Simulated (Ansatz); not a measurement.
Z-matrix (Å, degrees):
```
C
Al 1 1.956
H 1 1.096 2 110.5
H 1 1.092 2 113.7 3 121.6
H 1 1.096 2 110.3 3 -117.0
Si 2 2.462 1 122.0 3 -122.8
H 2 1.595 1 118.2 3 57.2
C 6 1.886 2 114.1 1 -0.4
H 6 1.496 2 109.7 1 121.9
H 6 1.496 2 109.8 1 -122.8
H 8 1.092 6 110.8 2 -59.9
H 8 1.092 6 111.1 2 179.9
H 8 1.092 6 110.8 2 59.7
```

Total charge 0; spin multiplicity 1.

(1) List the CAM-B3LYP/def2-TZVPP orbital energies in eV (Ansatz). (An estimate is asked.)

Answers

(1) Computed: Occupied: -1800.26, -1526.11, -278.29, -277.98, -144.87, -114.16, -100.20, -100.19, -100.17, -74.92, -74.69, -74.67, -21.16, -20.65, -15.77, -12.98, -12.95, -12.64, -12.51, -12.19, -10.56, -10.44, -9.46, -8.30. Lowest empty: -0.65, 0.85, 1.76, 2.17, 2.76, 2.98, 3.09, 3.38.
